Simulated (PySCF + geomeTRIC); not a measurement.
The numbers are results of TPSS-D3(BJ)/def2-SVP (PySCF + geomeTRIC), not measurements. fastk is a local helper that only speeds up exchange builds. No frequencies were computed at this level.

```python
import json, numpy as np
from pyscf import gto, dft
from fastk import lowrank_exchange
atoms = """
Zr     0.000031    -0.000062    -0.000061
Cl    -0.553119     1.585729     1.499189
Cl    -0.154608    -2.029150     0.962442
Cl    -1.403507     0.106119    -1.756861
Cl     2.111203     0.337361    -0.704710
"""
def scf(charge, spin, dm0=None):
    mol = gto.M(atom=atoms, basis='def2-svp', ecp={'Zr': 'def2-svp'}, charge=charge, spin=spin, verbose=3, max_memory=10080)
    mf = dft.KS(mol, xc='tpss').density_fit(auxbasis="def2-universal-jkfit")
    mf.disp = 'd3bj'
    mf.grids.level = 3
    mf.conv_tol = 1e-8
    mf.max_cycle = 120
    mf.level_shift = 0.25
    mf.kernel(dm0)
    if not mf.converged:
        mf = mf.newton().run(mf.mo_coeff, mf.mo_occ).undo_soscf()
    return mf
mf = scf(0, 0)
from pyscf.geomopt.geometric_solver import kernel as optimize
path = []
done, mol = optimize(mf, maxsteps=120, assert_convergence=False, callback=lambda env: path.append((env["energy"], bool(env["g_scanner"].converged))))
res = dict(converged=bool(done and path[-1][1]), energy=path[-1][0], path=[e for e, c in path], xyz=mol.atom_coords(unit="Angstrom").tolist(), nao=mol.nao)
json.dump(res, open("result.json", "w"))
```

Output:

```
converged SCF energy = -1887.690716737
Geometry optimization cycle 1
converged SCF energy = -1887.69071673882
cycle 1: E = -1887.69071674  dE = -1887.69  norm(grad) = 0.070342
Geometry optimization cycle 2
converged SCF energy = -1887.70082145529
cycle 2: E = -1887.70082146  dE = -0.0101047  norm(grad) = 0.0164228
Geometry optimization cycle 3
converged SCF energy = -1887.7015984862
cycle 3: E = -1887.70159849  dE = -0.000777031  norm(grad) = 0.00282191
Geometry optimization cycle 4
converged SCF energy = -1887.70162161032
cycle 4: E = -1887.70162161  dE = -2.31241e-05  norm(grad) = 0.000383472
Geometry optimization cycle 5
converged SCF energy = -1887.70162251392
cycle 5: E = -1887.70162251  dE = -9.03594e-07  norm(grad) = 0.000635299
<class 'geometric.internal.Distance'> : 4
<class 'geometric.internal.Angle'> : 6
<class 'geometric.internal.TranslationX'> : 1
<class 'geometric.internal.TranslationY'> : 1
<class 'geometric.internal.TranslationZ'> : 1
<class 'geometric.internal.RotationA'> : 1
<class 'geometric.internal.RotationB'> : 1
<class 'geometric.internal.RotationC'> : 1
Step    0 : Gradient = 3.146e-02/3.525e-02 (rms/max) Energy = -1887.6907167388
Step    1 : Displace = 1.003e-01/1.128e-01 (rms/max) Trust = 1.000e-01 (=) Grad = 7.344e-03/8.285e-03 (rms/max) E (change) = -1887.7008214553 (-1.010e-02) Quality = 0.678
Step    2 : Displace = 1.897e-02/2.148e-02 (rms/max) Trust = 1.000e-01 (=) Grad = 1.262e-03/1.486e-03 (rms/max) E (change) = -1887.7015984862 (-7.770e-04) Quality = 1.176
Step    3 : Displace = 4.077e-03/4.832e-03 (rms/max) Trust = 1.414e-01 (+) Grad = 1.715e-04/2.303e-04 (rms/max) E (change) = -1887.7016216103 (-2.312e-05) Quality = 0.810
Step    4 : Displace = 7.127e-04/8.430e-04 (rms/max) Trust = 2.000e-01 (+) Grad = 2.841e-04/3.725e-04 (rms/max) E (change) = -1887.7016225139 (-9.036e-07) Quality = 0.177
Converged! =D
```

Cost: very roughly 70 core-seconds.
